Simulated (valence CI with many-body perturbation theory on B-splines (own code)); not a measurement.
# Eu LVII: electric-dipole lines

Level of theory: configuration interaction combined with many-body perturbation theory (CI+MBPT): five valence electrons over a frozen Dirac-Fock core [He], a basis of 11 s, 11 p, 10 d, 8 f, 5 g, 2 h functions for each j, with the one-electron correlation potential Σ1 (screened to all orders), the two-electron term Σ2, the three-electron term Σ3, Breit, model QED; selected single and double excitations, second order for the rest, scaled by the run's own slope (own B-spline code, finite nucleus).

The last digits are not significant, and no measured levels were compared; by estimate large intervals hold to a few tenths of a per cent, small ones and those within an open d or f shell to about a per cent. Among the levels kept, up to 7300 cm⁻¹ of a level comes from second order outside the variational space, and about a tenth of that is noise between levels of different J, which matters for small intervals.

Lines 101 to 150 of 599 in falling wavelength, among levels below 8635.2 eV, chosen from the strongest by gf and those to the six lowest levels. Wavelengths and rates use the calculated energies. Electric multipoles are in the length gauge, E1 and E2 with the static RPA response of the core. Weak lines are less certain than strong ones. Lines between different terms over intervals too small for the method are left out, as are lines whose strength nearly cancels. Where a level lies close to another of its J and parity, the split of strength between their lines is uncertain. The highest levels of a list are the least certain.

Levels are named by their leading jj configuration (3d3/2^4 stands for four electrons in 3d with j = 3/2), which in mixed levels can hold well under half, so a name can repeat and another be missing. Letters in brackets count levels of one name in rising energy.

```tsv
λ vac (Å)	Upper	Lower	A (s⁻¹)	S (a.u.)
44.31	(2p1/2^2 2p3/2^2 3d3/2) J=5/2	(2p1/2^2 2p3/2^2 3p1/2) J=5/2	1.17e+11	3.01e-02
44.25	(2s^2 2p1/2 2p3/2 3p3/2) J=7/2	(2s^2 2p1/2 2p3/2 3s) J=5/2	3.28e+11	1.12e-01
44.15	(2s^2 2p1/2 2p3/2 3d3/2) J=3/2 [a]	(2s^2 2p1/2 2p3/2 3p1/2) J=3/2 [a]	7.83e+10	1.33e-02
44.09	(2p1/2^2 2p3/2^2 3d3/2) J=7/2	(2p1/2^2 2p3/2^2 3p1/2) J=5/2	1.64e+11	5.55e-02
44.01	(2s 2p1/2 2p3/2^2 3p3/2) J=7/2 [a]	(2s 2p1/2 2p3/2^2 3s) J=5/2 [a]	3.36e+11	1.13e-01
43.97	(2p1/2^2 2p3/2^2 3d3/2) J=1/2	(2p1/2^2 2p3/2^2 3p1/2) J=3/2	1.88e+11	1.58e-02
43.94	(2s^2 2p3/2^2 3d3/2) J=3/2	(2s^2 2p3/2^2 3p1/2) J=1/2	1.96e+11	3.28e-02
43.92	(2s 2p1/2^2 2p3/2 3p3/2) J=3/2 [b]	(2s 2p1/2^2 2p3/2 3s) J=3/2 [b]	1.45e+11	2.42e-02
43.81	(2s 2p1/2 2p3/2^2 3d3/2) J=5/2 [d]	(2s 2p1/2 2p3/2^2 3p1/2) J=3/2 [d]	9.88e+10	2.46e-02
43.81	(2s^2 2p1/2 2p3/2 3d3/2) J=5/2 [a]	(2s^2 2p1/2 2p3/2 3p1/2) J=3/2 [a]	1.88e+11	4.69e-02
43.80	(2s^2 2p1/2 2p3/2 3p3/2) J=3/2 [a]	(2s^2 2p1/2 2p3/2 3s) J=1/2	1.14e+11	1.89e-02
43.79	(2s 2p1/2^2 2p3/2 3d3/2) J=3/2 [a]	(2s 2p1/2^2 2p3/2 3p1/2) J=3/2 [a]	1.86e+11	3.08e-02
43.78	(2s^2 2p3/2^2 3p3/2) J=7/2	(2s^2 2p3/2^2 3s) J=5/2	3.61e+11	1.20e-01
43.77	(2s 2p1/2 2p3/2^2 3d3/2) J=9/2	(2s 2p1/2 2p3/2^2 3p1/2) J=7/2	1.47e+11	6.09e-02
43.75	(2s 2p1/2 2p3/2^2 3d3/2) J=3/2 [a]	(2s 2p1/2 2p3/2^2 3p1/2) J=3/2 [a]	1.82e+11	3.01e-02
43.73	(2s^2 2p1/2 2p3/2 3p3/2) J=3/2 [b]	(2s^2 2p1/2 2p3/2 3s) J=3/2 [b]	8.61e+10	1.42e-02
43.71	(2s^2 2p3/2^2 3d3/2) J=7/2	(2s^2 2p3/2^2 3p1/2) J=5/2	2.44e+11	8.05e-02
43.71	(2p1/2^2 2p3/2^2 3p3/2) J=5/2	(2s 2p1/2 2p3/2^2 3p3/2) J=5/2 [c]	1.26e+11	3.12e-02
43.69	(2p1/2^2 2p3/2^2 3p3/2) J=7/2	(2s 2p1/2 2p3/2^2 3p3/2) J=5/2 [c]	7.09e+10	2.33e-02
43.66	(2s 2p1/2 2p3/2^2 3p3/2) J=5/2 [a]	(2s 2p1/2 2p3/2^2 3s) J=5/2 [a]	1.55e+11	3.83e-02
43.63	(2s 2p1/2 2p3/2^2 3p3/2) J=3/2 [c]	(2s 2p1/2 2p3/2^2 3s) J=1/2 [a]	3.07e+11	5.03e-02
43.60	(2s^2 2p1/2^2 3d3/2) J=3/2	(2s^2 2p1/2^2 3p1/2) J=1/2	2.31e+11	3.78e-02
43.56	(2s^2 2p1/2 2p3/2 3d3/2) J=1/2 [b]	(2s^2 2p1/2 2p3/2 3p1/2) J=3/2 [b]	1.98e+11	1.61e-02
43.53	(2s 2p1/2 2p3/2^2 3d3/2) J=1/2 [a]	(2s 2p1/2 2p3/2^2 3p1/2) J=3/2 [a]	2.43e+11	1.98e-02
43.53	(2s 2p1/2^2 2p3/2 3d3/2) J=7/2	(2s 2p1/2^2 2p3/2 3p1/2) J=5/2	1.98e+11	6.45e-02
43.52	(2s 2p1/2 2p3/2^2 3d3/2) J=7/2 [a]	(2s 2p1/2 2p3/2^2 3p1/2) J=5/2 [a]	2.10e+11	6.83e-02
43.52	(2s^2 2p1/2 2p3/2 3d3/2) J=7/2	(2s^2 2p1/2 2p3/2 3p1/2) J=5/2	2.26e+11	7.35e-02
43.50	(2s 2p1/2 2p3/2^2 3d3/2) J=7/2 [d]	(2s 2p1/2 2p3/2^2 3p1/2) J=5/2 [c]	8.78e+10	2.86e-02
43.41	(2s 2p1/2 2p3/2^2 3p3/2) J=5/2 [f]	(2s 2p1/2 2p3/2^2 3s) J=5/2 [c]	1.18e+11	2.86e-02
43.40	(2s 2p1/2 2p3/2^2 3p3/2) J=9/2	(2s 2p1/2 2p3/2^2 3s) J=7/2	2.82e+11	1.14e-01
43.36	(2s 2p1/2^2 2p3/2 3d3/2) J=1/2 [a]	(2s 2p1/2^2 2p3/2 3p1/2) J=3/2 [a]	2.46e+11	1.98e-02
43.28	(2s^2 2p1/2 2p3/2 3p3/2) J=5/2 [a]	(2s^2 2p1/2 2p3/2 3s) J=3/2 [a]	3.63e+11	8.72e-02
43.23	(2s^2 2p1/2 2p3/2 3d3/2) J=3/2 [a]	(2s^2 2p1/2 2p3/2 3p1/2) J=1/2	1.35e+11	2.15e-02
43.22	(2s 2p1/2^2 2p3/2 3p3/2) J=5/2 [a]	(2s 2p1/2^2 2p3/2 3s) J=3/2 [a]	1.21e+11	2.89e-02
43.20	(2s 2p1/2 2p3/2^2 3d3/2) J=5/2 [a]	(2s 2p1/2 2p3/2^2 3p1/2) J=3/2 [a]	1.05e+11	2.50e-02
43.18	(2s 2p1/2 2p3/2^2 3p3/2) J=7/2 [b]	(2s 2p1/2 2p3/2^2 3s) J=7/2	1.95e+11	6.21e-02
43.08	(2s 2p1/2 2p3/2^2 3p1/2) J=3/2 [c]	(2s^2 2p3/2^2 3p1/2) J=3/2	8.87e+10	1.40e-02
42.94	(2s 2p1/2^2 2p3/2 3d3/2) J=5/2 [b]	(2s 2p1/2^2 2p3/2 3p1/2) J=3/2 [b]	1.32e+11	3.10e-02
42.91	(2s 2p1/2 2p3/2^2 3p3/2) J=5/2 [b]	(2s 2p1/2 2p3/2^2 3s) J=5/2 [b]	1.85e+11	4.33e-02
42.89	(2s 2p1/2 2p3/2^2 3d3/2) J=5/2 [c]	(2s 2p1/2 2p3/2^2 3p1/2) J=3/2 [b]	6.85e+10	1.60e-02
42.87	(2s 2p1/2 2p3/2^2 3d3/2) J=3/2 [c]	(2s 2p1/2 2p3/2^2 3p1/2) J=1/2 [a]	9.57e+10	1.49e-02
42.87	(2s 2p1/2^2 2p3/2 3p3/2) J=7/2	(2s 2p1/2^2 2p3/2 3s) J=5/2	2.62e+11	8.14e-02
42.86	(2s 2p1/2 2p3/2^2 3d5/2) J=9/2 [a]	(2s 2p1/2 2p3/2^2 3p1/2) J=7/2	6.45e+10	2.51e-02
42.84	(2s 2p1/2 2p3/2^2 3p1/2) J=5/2 [c]	(2s^2 2p3/2^2 3p1/2) J=5/2	1.02e+11	2.37e-02
42.74	(2p1/2^2 2p3/2^2 3p1/2) J=1/2	(2s 2p1/2 2p3/2^2 3p1/2) J=1/2 [c]	1.92e+11	1.48e-02
42.72	(2s 2p1/2 2p3/2^2 3p3/2) J=5/2 [e]	(2s 2p1/2 2p3/2^2 3s) J=3/2 [c]	1.69e+11	3.89e-02
42.68	(2s 2p1/2 2p3/2^2 3p3/2) J=3/2 [e]	(2s 2p1/2 2p3/2^2 3s) J=3/2 [d]	1.28e+11	1.97e-02
42.65	(2s^2 2p3/2^2 3d3/2) J=1/2	(2s^2 2p3/2^2 3p1/2) J=3/2	2.42e+11	1.85e-02
42.64	(2s 2p1/2^2 2p3/2 3p3/2) J=1/2 [a]	(2s 2p1/2^2 2p3/2 3s) J=3/2 [a]	3.06e+11	2.34e-02
42.63	(2s^2 2p1/2^2 3p3/2) J=3/2	(2s^2 2p1/2^2 3s) J=1/2	3.71e+11	5.68e-02
```
